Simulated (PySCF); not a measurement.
CdFCl, SMILES [F][Cd][Cl]. Coordinates come from a B3LYP-D3(BJ)/def2-TZVP optimisation. The def2 effective core potentials stand for the cores of Cd; spin–orbit coupling is left out.

Task: Give the equilibrium geometry at B3LYP-D3(BJ)/def2-TZVP (PySCF confirms it by a frequency run) as a Z-matrix, and its point group. (The exact figures need the calculation; the answer reports its results.)

Result: point group C∞v.
```
Cd
F 1 1.9424
Cl 1 2.2725 2 180.00
```
Charge 0, spin multiplicity 1.
